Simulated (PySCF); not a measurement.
## Computed properties of B(F)(OH)(OSiH3) (BFH4O2Si), SMILES OB(F)O[SiH3]

B(F)(OH)(OSiH3) (BFH₄O₂Si), SMILES OB(F)O[SiH3]. Coordinates come from a B3LYP-D3(BJ)/def2-SVP optimisation. This is a generated structure with no PubChem entry under its InChIKey; it may be hypothetical. Other conformers were not sampled. All values are computed for the isolated molecule unless a solvent is named; none is compared with measurement here.

**Structure.** The optimised structure has Cs symmetry. All 21 harmonic modes at B3LYP-D3(BJ)/def2-SVP (PySCF) are real, so it is a minimum. With heavy atoms numbered as in [B:1]([F:2])([OH:3])[O:5][SiH3:6], the shortest bond between them is B1–F2 at 1.338 Å and the longest O5–Si6 at 1.680 Å.

**Vibrations.** The strongest infrared lines (harmonic, unscaled, degenerate partners summed) lie at 1497 cm⁻¹ (722 km/mol, B 69 %, O 25 %), 1428 cm⁻¹ (426 km/mol, B 74 %, O 15 %, F 11 %), 1003 cm⁻¹ (230 km/mol, H 59 %, O 19 %, Si 11 %, F 10 %). The softest mode is at 73 cm⁻¹ and the zero-point energy is 32.9 kcal/mol.

**Electronic structure.** PBE0/def2-TZVP (PySCF) places the frontier levels at -9.25 and -0.01 eV, a gap of 9.24 eV, and gives a dipole moment of 1.32 D and a mean polarisability of 44.9 bohr³. PBE/def2-TZVP (PySCF) at the same geometry gives -7.76 and -0.87 eV, so its gap is 2.35 eV narrower. An orbital gap is neither the optical nor the fundamental gap.

**Excitations.** TDA-ωB97X/def2-SVPD (PySCF) has S1 at 8.11 eV (153 nm, f = 0.003, weak); the most intense of the 10 singlets computed lies at 10.12 eV (f = 0.14). T1 (TDA) is at 7.77 eV, 0.34 eV under S1. TDA-PBE/def2-SVPD (PySCF) puts S1 at 6.86 eV. No vertical singlet excitation falls in the visible range (under 3.1 eV).

**NMR.** GIAO shifts at PBE0/pcSseg-1 (PySCF) (non-relativistic, atoms alike by connectivity averaged): ¹H from 3.7 to 5.2 ppm against TMS; ²⁹Si at -31.0 ppm against TMS; ¹⁹F at -135.0 ppm against CFCl3; ¹¹B at 4.0 ppm against BF3.
